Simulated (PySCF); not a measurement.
Molfile (atoms numbered from 1):
```
C8H13FO
     RDKit          3D

 23 23  0  0  0  0  0  0  0  0999 V2000
   -1.6959    1.0187   -0.9853 C   0  0  0  0  0  0  0  0  0  0  0  0
   -0.7171    0.6336    0.1261 C   0  0  0  0  0  0  0  0  0  0  0  0
   -1.4615    0.0056    1.3042 C   0  0  0  0  0  0  0  0  0  0  0  0
    0.3759   -0.2853   -0.4049 C   0  0  1  0  0  0  0  0  0  0  0  0
   -0.0967   -1.5725   -1.0428 C   0  0  0  0  0  0  0  0  0  0  0  0
    1.6316    0.3184   -0.9277 C   0  0  0  0  0  0  0  0  0  0  0  0
    1.6822   -0.4204    0.3923 C   0  0  1  0  0  0  0  0  0  0  0  0
    1.9290    0.2665    1.6520 C   0  0  0  0  0  0  0  0  0  0  0  0
    2.2604   -0.1924    2.6930 O   0  0  0  0  0  0  0  0  0  0  0  0
    1.7685    1.6294    1.5664 F   0  0  0  0  0  0  0  0  0  0  0  0
   -2.3415    1.8229   -0.6416 H   0  0  0  0  0  0  0  0  0  0  0  0
   -1.1581    1.3622   -1.8660 H   0  0  0  0  0  0  0  0  0  0  0  0
   -2.3256    0.1777   -1.2635 H   0  0  0  0  0  0  0  0  0  0  0  0
   -0.2467    1.5563    0.4756 H   0  0  0  0  0  0  0  0  0  0  0  0
   -0.7668   -0.2741    2.0937 H   0  0  0  0  0  0  0  0  0  0  0  0
   -2.0100   -0.8801    0.9930 H   0  0  0  0  0  0  0  0  0  0  0  0
   -2.1739    0.7182    1.7123 H   0  0  0  0  0  0  0  0  0  0  0  0
   -0.7486   -1.3566   -1.8857 H   0  0  0  0  0  0  0  0  0  0  0  0
   -0.6443   -2.1822   -0.3280 H   0  0  0  0  0  0  0  0  0  0  0  0
    0.7471   -2.1519   -1.4090 H   0  0  0  0  0  0  0  0  0  0  0  0
    2.1333   -0.1436   -1.7646 H   0  0  0  0  0  0  0  0  0  0  0  0
    1.7427    1.3918   -0.8865 H   0  0  0  0  0  0  0  0  0  0  0  0
    2.1112   -1.4154    0.4072 H   0  0  0  0  0  0  0  0  0  0  0  0
  1  2  1  0
  2  3  1  0
  4  2  1  1
  4  5  1  0
  4  6  1  0
  6  7  1  0
  7  8  1  0
  8  9  2  0
  8 10  1  0
  7  4  1  0
  1 11  1  0
  1 12  1  0
  1 13  1  0
  2 14  1  0
  3 15  1  0
  3 16  1  0
  3 17  1  0
  5 18  1  0
  5 19  1  0
  5 20  1  0
  6 21  1  0
  6 22  1  0
  7 23  1  6
M  END
```

PySCF calculation with GIAO PBE0/pcSseg-1 shieldings and geometry from GFN2-xTB; one computed conformer, non-relativistic, one averaged value for each set of equivalent atoms, isolated molecule.

Referencing at the same level of theory: ¹³C and ¹H vs TMS; ¹⁷O against H2O; ¹⁹F against CFCl3.

```
      atoms  nucleus  count  δ (ppm)
        H22       ¹H      1     1.45
H15/H16/H17       ¹H      3     1.07
         C4      ¹³C      1     39.1
         C8      ¹³C      1    172.0
        H23       ¹H      1        ?
         C5      ¹³C      1     19.8
        F10      ¹⁹F      1        ?
         C7      ¹³C      1        ?
         C1      ¹³C      1     22.1
         C3      ¹³C      1     21.3
        H14       ¹H      1        ?
         C2      ¹³C      1        ?
         O9      ¹⁷O      1    456.0
H11/H12/H13       ¹H      3     1.12
H18/H19/H20       ¹H      3     1.12
         C6      ¹³C      1     27.7
        H21       ¹H      1     1.00
```

Problem. Complete the table.

Solution. 
- C2: 34.4 ppm, sp3 CH; saturated and bonded to C and H only
- C7: 28.4 ppm, three-membered-ring carbon; carbons of three-membered rings are unusually shielded
- H14: 1.80 ppm, hydrogen on an sp3 CH; far from electronegative atoms and π systems
- H23: 1.43 ppm, hydrogen on a three-membered-ring carbon; cyclopropane-type protons are shielded by the ring
- F10: 37.8 ppm, fluorine bonded to C

Shifts are as computed. Against solution values, carbons near 30 ppm lie about +3 ppm off and those near 130 ppm about +5 ppm. Of 1211 compounds with measured shifts, 218 miss one by over three times the rms of a fit or turn the order of signals round; such compounds aren't used in these exercises. Unscaled 19F shifts against computed CFCl3 carry errors that often reach 10 to 50 ppm. Unscaled 17O shifts of doubly bonded oxygen tend to come out too high, by tens of ppm or more. Experimental scales use liquid or dissolved standards, which lie at an offset from isolated H2O (liquid H2O: subtract about 36 ppm).
